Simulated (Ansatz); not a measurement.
A nudged elastic band was laid between two geometries of BH5N2 + H2O (11 atoms, charge 0, multiplicity 1).

The calculation used Ansatz, RKS B3LYP/6-31G*.

```yaml
movable_images: 6
climbing_image: no
spring: 5.0 eV/Å²
optimiser: quadratic models (default)
start_path: through a guess of the saddle point
force_threshold: 0.05 eV/Å
iteration_limit: 60
end_points: relaxed
```

First end point:

```xyz
11
Properties=species:S:1:pos:R:3
B 0.113 -0.448 0.082
N 0.190 -0.162 1.487
H -0.647 -0.164 2.059
H 1.004 -0.451 2.010
H 1.094 -0.847 -0.481
N -1.072 -0.223 -0.645
H -1.864 0.263 -0.241
H -1.134 -0.370 -1.640
O -1.618 2.193 1.218
H -1.491 2.764 0.444
H -0.748 1.762 1.327
```

Last end point:

```xyz
11
Properties=species:S:1:pos:R:3
B -0.818 0.855 -1.131
N -0.198 0.545 2.552
H -1.058 0.524 3.100
H 0.282 -0.337 2.722
H -0.958 1.364 -2.210
N -0.888 -0.560 -1.049
H -1.054 -1.135 -1.860
H -0.790 -1.085 -0.190
O -0.597 1.673 -0.064
H -0.479 1.196 0.791
H 0.386 1.275 2.958
```

**Question.** What changes between the two ends?

**Answer.** Bonds broken: B1–N2, O9–H11. Bonds formed: B1–O9, N2–H11. BH5N2 + H2O becomes BH4NO + H3N.

**Question.** What energy profile does the band end with?

**Answer.** The forces met the threshold. The highest image is number 2 of 0 to 7, 0.65 eV above the first end and 1.18 eV above the last; the last end lies 0.53 eV below the first. No image climbed, so the highest image needn't sit at the top of the path. A band with more images between the same ends climbed to 1.09 eV, so this one has probably stepped over the top. The orbitals stay closed-shell, which can raise the energy where a bond breaks towards radicals; this wasn't checked here.

| image | path coordinate (Å) | energy (eV) | B1–N2 (Å) | O9–H11 (Å) | B1–O9 (Å) |
| --- | --- | --- | --- | --- | --- |
| 0 | 0.00 | 0.00 | 1.44 | 0.98 | 3.36 |
| 1 | 1.68 | 0.04 | 1.42 | 0.97 | 3.16 |
| 2 | 3.36 | 0.65 | 1.43 | 0.98 | 2.36 |
| 3 | 5.04 | 0.06 | 1.78 | 2.41 | 1.43 |
| 4 | 6.72 | -0.12 | 2.78 | 2.50 | 1.38 |
| 5 | 8.40 | -0.26 | 3.30 | 2.48 | 1.38 |
| 6 | 10.08 | -0.49 | 3.47 | 2.92 | 1.37 |
| 7 | 11.76 | -0.53 | 3.75 | 3.20 | 1.36 |

**Question.** What is the geometry of the highest image?

**Answer.** 
```xyz
11
Properties=species:S:1:pos:R:3
B -0.208 -0.015 0.202
N -0.194 -0.217 1.620
H -1.061 -0.404 2.111
H 0.635 -0.442 2.150
H 0.830 0.179 -0.358
N -1.501 -0.235 -0.443
H -1.720 -1.232 -0.453
H -1.587 0.118 -1.391
O -0.194 2.328 0.450
H -1.161 2.431 0.468
H -0.013 1.806 1.263
```

The band took 30 iterations and of the order of 4 core-minutes.

Run time: 4.5 min on 1 thread of AMD EPYC 9R45 96-Core Processor (Zen 5) (shared host), peak memory 0.19 GiB.
